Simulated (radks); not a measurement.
The numbers below are computed, except where a source is named.
Task: Level of theory: scalar-relativistic Kohn-Sham, PBE, spin-polarised, spherical densities, finite nucleus; open shells are filled with parallel spins first (spin-orbit coupling, left out, can overturn this in heavy ions); Fermi nuclear charge, rms radius of each element as measured or else 0.836 A^(1/3) + 0.57 fm (a radial shooting solver on a logarithmic mesh with Libxc functionals). Each species is in its NIST ground configuration. Rank Pr, Er, Tb, Ce, Lu, Tm, Nd, La, Pm, Yb, Dy, Sm, Ho, Eu, Gd by Delta-SCF ionisation energy (eV), largest first.

Result: Yb 6.336, Tm 6.247, Er 6.156, Ho 6.063, Gd 5.994, Dy 5.967, Tb 5.864, Ce 5.714, Eu 5.608, La 5.583, Sm 5.561, Pm 5.513, Nd 5.466, Pr 5.420, Lu 5.379.
